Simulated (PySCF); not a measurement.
C3H6FSi2 (doublet state).
Cartesian coordinates in Å at the GFN2-xTB level; atoms count from 1:
```xyz
12
C3H6FSi2 angstrom
C      1.9545    1.6722   -1.7089
C      1.6715    0.6972   -1.0554
Si     1.3383   -0.6861    0.0916
C     -0.5506   -1.0222    0.1686
F     -0.7306   -2.2534    0.8154
Si    -1.5886    0.3058    1.0819
H      2.1812    2.5031   -2.3127
H      2.1145   -1.8948   -0.1644
H     -0.9313   -1.1819   -0.8476
H     -1.4093    1.5532    0.3417
H     -2.9936   -0.1004    1.1094
H     -1.0547    0.4067    2.4399
```

The hyperfine couplings belong to this conformer and change with its torsions.

Identity: `C#C[SiH][C@@H](F)[SiH3]` [radical].

Method: UKS B3LYP, pcH-1 on C F H Si, non-relativistic, mean-field spin-orbit, GIAO (PySCF). The structure is a single GFN2-xTB conformer in the gas phase; no vibrational or solvent corrections. The geometry wasn't refined by DFT: couplings that depend on bond lengths, twists or pyramidal angles can differ widely from those at the functional's own minimum, by a factor of two or more for some ions and for spin on atoms past the first row. The SCF solution wasn't tested for stability.

Principal values of hyperfine tensors in MHz (contact, dipolar and spin–orbit terms together), for some of the nuclei:

| atom | isotope | A1 | A2 | A3 |
| --- | --- | --- | --- | --- |
| Si3 | 29Si | -651.44 | -402.60 | -401.05 |
| H8 | 1H | 48.02 | 58.06 | 64.95 |
| H9 | 1H | 50.22 | 54.43 | 57.79 |
| C4 | 13C | 18.56 | 18.90 | 31.19 |
| C1 | 13C | 1.24 | 3.76 | 43.17 |
| H7 | 1H | -21.01 | -14.75 | -5.67 |
| Si6 | 29Si | -14.79 | -12.82 | -12.40 |
| F5 | 19F | -3.96 | -3.00 | 2.32 |

**Question.** Give the isotropic coupling of each nucleus in MHz and in mT (g = 2.0030), and the anisotropic part.

**Answer.** a_iso is a third of the trace, T = A − a_iso, and a(mT) = a(MHz)/(g × 13.996). The tensors hold a spin–orbit part: the run splits a_iso into a_FC + a_SO, and T includes its anisotropic share.

```tsv
atom	a_iso (MHz)	a_FC	a_SO	a_iso (mT)	T1	T2	T3
Si3	-485.03	-486.08	1.06	-17.301	-166.41	82.43	83.98
H8	57.01	57.00	0.01	2.034	-8.99	1.05	7.94
H9	54.15	54.14	0.00	1.931	-3.93	0.28	3.64
C4	22.88	22.84	0.04	0.816	-4.32	-3.98	8.31
C1	16.06	16.13	-0.07	0.573	-14.82	-12.29	27.11
H7	-13.81	-13.81	0.00	-0.493	-7.20	-0.94	8.14
Si6	-13.34	-13.35	0.01	-0.476	-1.45	0.52	0.94
F5	-1.55	-1.56	0.01	-0.055	-2.42	-1.46	3.87
```

**Question.** What spin density at the nucleus of Si6 lies behind its contact coupling (g_N = -1.11058)?

**Answer.** a_FC = 800.24 MHz bohr³ × g_N × ρ(0)/(2S). With a_FC = -13.35 MHz and 2S = 1, ρ(0) = 0.01502 bohr⁻³. The nuclear moment is negative, so coupling and spin density have opposite signs.

**Question.** C2 (13C, g_N = 1.40482) isn't in the table. Its spin density at the nucleus is 0.00746 bohr⁻³. What is its contact coupling?

**Answer.** By the same relation, a_FC = 8.39 MHz. Its full tensor has the principal values -1.26, 7.95, 18.54 MHz.

**Question.** Name the largest traceless tensor T of the table and describe it.

**Answer.** Si3: -166.4, 82.4, 84.0 MHz (the dipolar term alone has -165.4, 82.0, 83.4), axial, in the ratio +1:+1:−2, the form that spin in one p orbital centred on that nucleus gives (the nuclear moment is negative).

**Question.** What first-order splitting does H9 cause when the field lies along A1, A2 or A3 of its tensor (g taken as isotropic, no quadrupole term)?

**Answer.** 2 lines (I = 1/2), spaced by |A_i|/(g × 13.996): 1.79, 1.94, 2.06 mT along the axes of A1, A2 and A3.
